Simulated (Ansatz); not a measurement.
Basis-set series for `C[B-]1(Cl)OC=CC=[O+]1`. Total charge 0; spin multiplicity 1. All single points use the PBE0-D4/def2-TZVP geometry.

```csv
functional,basis,functions,energy (Eh),HOMO (eV),LUMO (eV)
PBE0-D4,def2-SVP,146,-790.72907,-7.55,-2.65
PBE0-D4,def2-QZVPP,649,-791.28360,-7.76,-2.76
ωB97M-V,def2-SVP,146,-791.10098,-9.75,-0.45
ωB97M-V,def2-QZVPP,649,-791.66443,-9.95,-0.63
```

(1) Give the rows for def2-TZVPP. (Estimate.)

Answers

(1) Computed: 
```csv
functional,basis,functions,energy (Eh),HOMO (eV),LUMO (eV)
PBE0-D4,def2-TZVPP,343,-791.25277,-7.73,-2.72
ωB97M-V,def2-TZVPP,343,-791.63539,-9.92,-0.58
```
